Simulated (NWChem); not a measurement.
Species: GeSiH₅OCl; SMILES O[Si@H](Cl)[GeH3]

```xyz
9

O     -1.9215     1.0893    -0.3479
Si    -0.5187     0.7073     0.4499
Cl     1.0277     1.9764    -0.1262
Ge     0.2118    -1.5043    -0.0449
H     -1.9361     0.9605    -1.3014
H     -0.8006     0.9525     1.8860
H     -0.8332    -2.5429     0.4030
H      1.5499    -1.8096     0.6481
H      0.4040    -1.6385    -1.5677
```
Atoms are numbered in this order, from 1.

Program: NWChem. Pople sets run with spherical d functions. Structure relaxed at the PBE0/def2-SVP level.

For level BP86/6-31G*:

highest occupied level (eV): -6.82
orbital gap (eV): 5.92
dipole (D): 1.72

Task: What are these values for level BHandHLYP/6-31G*?

Result: The highest occupied level (eV) is -9.07, the orbital gap (eV) is 9.89 and the dipole (D) is 1.87.
